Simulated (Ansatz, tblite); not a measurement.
Spin states of NiBr2(PH3)2 (NiP2H6Br2), formally d⁸, each relaxed with PBE-D4/def2-SVP in Ansatz. Electronic energies in the gas phase.

The xTB rows come from tblite. B3LYP takes the VWN-RPA correlation.

Singlet geometry:

Cartesian coordinates in Å:
```
Ni -0.1020 0.0023 -0.0074
Br -0.6739 2.2131 -0.3372
Br 0.6043 -2.1801 0.3247
P 0.1201 -0.3299 -2.1324
H -0.4660 -1.4986 -2.7123
H 1.4604 -0.5219 -2.5957
H -0.3081 0.6607 -3.0730
P -0.1820 0.3218 2.1306
H -1.1149 1.2532 2.6840
H 1.0155 0.8648 2.6980
H -0.3533 -0.7854 3.0208
```

Triplet geometry (C2v within 0.1 Å):

```xyz
11

Ni   -0.0162    0.0524    0.0088
Br   -1.6539    0.7400   -1.5400
Br    1.0985    1.0340    1.8385
P     1.6955    0.5049   -1.4252
H     3.0674    0.2224   -1.1201
H     1.8319    1.9106   -1.6432
H     1.6957    0.0942   -2.7986
P    -1.5493   -0.9726    1.3465
H    -2.5554   -1.8616    0.8445
H    -2.4209   -0.0219    1.9612
H    -1.1935   -1.7023    2.5277
```

Run but left out: HF/STO-3G (singlet: restricted singlet, unstable in another Hartree–Fock run and untested here); HF/def2-TZVP, B2PLYP/def2-TZVP, PBE-QIDH/def2-TZVP, MP2/def2-TZVP (singlet: restricted singlet, unstable towards broken spin symmetry).

Only these spin states were relaxed.

**Question.** Estimate which spin state lies lowest at each of these levels, and by how much: GFN1-xTB; GFN2-xTB; PBE-D4/def2-TZVP; r2SCAN-D4/def2-TZVP; B97M-V/def2-TZVP; B3LYP-D4/def2-TZVP; PBE0-D4/def2-TZVP; CAM-B3LYP-D4/def2-TZVP.

**Answer.** 
```json
{"level": "GFN1-xTB", "triplet − singlet (kcal/mol)": "30.0", "lowest of these": "singlet"}
{"level": "GFN2-xTB", "triplet − singlet (kcal/mol)": "22.5", "lowest of these": "singlet"}
{"level": "PBE-D4/def2-TZVP", "triplet − singlet (kcal/mol)": "19.0", "lowest of these": "singlet"}
{"level": "r2SCAN-D4/def2-TZVP", "triplet − singlet (kcal/mol)": "11.7", "lowest of these": "singlet"}
{"level": "B97M-V/def2-TZVP", "triplet − singlet (kcal/mol)": "8.8", "lowest of these": "singlet"}
{"level": "B3LYP-D4/def2-TZVP", "triplet − singlet (kcal/mol)": "9.6", "lowest of these": "singlet"}
{"level": "PBE0-D4/def2-TZVP", "triplet − singlet (kcal/mol)": "7.6", "lowest of these": "singlet"}
{"level": "CAM-B3LYP-D4/def2-TZVP", "triplet − singlet (kcal/mol)": "8.6", "lowest of these": "singlet"}
```

Change of the triplet − singlet gap on mixing in exact exchange, in kcal/mol: PBE to PBE0 (25 % exact exchange) -11.3. The xTB methods have no spin-polarisation term.

| state | donor atoms | mean metal–ligand distance (Å) | range (Å) | Mulliken spin on the metal (PBE0) |
| --- | --- | --- | --- | --- |
| singlet | 4 | 2.238 | 2.16–2.32 | 0 |
| triplet | 4 | 2.317 | 2.28–2.36 | 1.49 |

⟨S²⟩ at PBE0-D4/def2-TZVP: singlet 0.00 (pure 0.00), triplet 2.01 (pure 2.00).
